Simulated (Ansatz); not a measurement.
This geometry of AsB2H6N (10 atoms, charge 0, multiplicity 1) is a first-order saddle point.

Computed with RKS r2SCAN-D4/def2-SVP (Ansatz 0.2.0).

```xyz
10
Properties=species:S:1:pos:R:3
B -1.564 0.566 -0.791
As -0.169 -0.173 0.320
B 0.892 -1.560 -0.502
N 0.875 1.137 1.129
H -2.163 -0.232 -1.463
H -1.855 1.732 -0.721
H 2.067 -1.659 -0.264
H 0.279 -2.349 -1.172
H 1.460 0.698 1.842
H 0.263 1.789 1.624
```

**Question.** Which two structures does it join? (They come from a converged band through this point; their orientation in space is the band's.)

**Answer.** No bond is made or broken. The dihedral B3–As2–N4–H9 goes from -124 to 15°. The two ends are copies of one structure, up to a mirror image or an exchange of like atoms.

Image 0:

```xyz
10
Properties=species:S:1:pos:R:3
B -1.578 0.537 -0.641
As -0.123 -0.259 0.355
B 0.922 -1.590 -0.588
N 0.971 0.939 1.260
H -2.167 -0.181 -1.407
H -1.888 1.685 -0.447
H 2.103 -1.680 -0.385
H 0.304 -2.342 -1.297
H 0.719 0.955 2.249
H 0.818 1.884 0.904
```

Image 8:

```xyz
10
Properties=species:S:1:pos:R:3
B -1.657 0.554 -0.780
As -0.246 -0.154 0.344
B 0.881 -1.506 -0.459
N 0.654 1.206 1.233
H -2.220 -0.243 -1.484
H -1.978 1.709 -0.687
H 2.047 -1.579 -0.164
H 0.347 -2.277 -1.215
H 1.642 1.193 0.975
H 0.612 1.046 2.240
```

**Question.** How far does it lie above each of them?

**Answer.** 1.5 kJ/mol above the first and 1.5 kJ/mol above the second. This is the barrier of this one path; another mechanism may lie lower.

The run took 3.7 min on 2 threads of Intel(R) Xeon(R) Platinum 8488C (Sapphire Rapids), with other jobs on the host, peak memory 0.19 GiB.
